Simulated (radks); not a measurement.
Trend from Mg to Ar: ionisation energy by Delta-SCF between NIST ground configurations, and size. Method: non-relativistic Kohn-Sham, PBE, spin-polarised, spherical densities, point nucleus; open shells are filled with parallel spins first; computed with a radial shooting solver on a logarithmic mesh with Libxc functionals.

\begin{tabular}{lrrrrrrr}
species & configuration & IE (eV) & NIST (eV) & kind & -e(HOMO) (eV) & outermost & <r> outermost (bohr) \\ \hline
Mg & [Ne] 3s2 & 7.612 & 7.646 & exp. & 4.699 (3s) & 3s & 3.16 \\
Al & [Ne] 3s2 3p1 & 5.964 & 5.986 & exp. & 3.018 (3p) & 3p & 3.40 \\
Si & [Ne] 3s2 3p2 & 8.275 & 8.152 & exp. & 4.630 (3p) & 3p & 2.74 \\
P & [Ne] 3s2 3p3 & 10.550 & 10.487 & exp. & 6.294 (3p) & 3p & 2.33 \\
S & [Ne] 3s2 3p4 & 10.246 & 10.360 & exp. & 5.991 (3p) & 3p & 2.12 \\
Cl & [Ne] 3s2 3p5 & 13.063 & 12.968 & exp. & 8.134 (3p) & 3p & 1.86 \\
Ar & [Ar] & 15.812 & 15.760 & exp. & 10.286 (3p) & 3p & 1.66 \\
\end{tabular}

Reference values: NIST Atomic Spectra Database (exp. = measured, semi-emp. = semi-empirical, theory = theoretical value adopted there). Open shells are spherical and high-spin; term and fine-structure splittings are not resolved.
